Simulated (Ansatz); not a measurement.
Reactions of `[CH3][Zr]([F])([F])[F]`.

Gas-phase electronic energies from Ansatz, PBE0-D4/def2-TZVP geometries. CBS: MP2 limit from def2 TZ/QZ plus the TZ coupled-cluster correction, frozen cores. This one scheme is used for every species. Functionals use def2-TZVPP. Elements past krypton have def2 core potentials. For Br, Zr outer-core shells are correlated without core-valence functions, which leaves a few kJ/mol of doubt a bond. Scalar relativity is left out up to krypton. Each species was taken in one conformer, which may not be the lowest.

| reaction | CCSD/CBS(def2) (kJ/mol) | ωB97X-V (kJ/mol) | B2PLYP (kJ/mol) | ωB97M-V (kJ/mol) |
| --- | --- | --- | --- | --- |
| `[CH3][Zr]([F])([F])[F]` + `CC(C)N` → `CC(C)[NH][Zr]([F])([F])[F]` + CH₄ | -118 | -120 | -121 | -118 |
| `[CH3][Zr]([F])([F])[F]` + `N=C=O` → `O=C=[N][Zr]([F])([F])[F]` + CH₄ | -177 | -179 | -184 | -176 |
| `[CH3][Zr]([F])([F])[F]` + HBr → `[F][Zr]([F])([F])[Br]` + CH₄ | -203 | -206 | -211 | -204 |
| `[CH3][Zr]([F])([F])[F]` + H₂S → `[F][Zr]([F])([F])[SH]` + CH₄ | -130 | -134 | -139 | -133 |

Give the CCSD(T)/CBS values in the same order. (Estimate.)

Computed: -122, -177, -205, -133 kJ/mol.

Largest T1 diagnostic: 0.018, for `O=C=[N][Zr]([F])([F])[F]`.
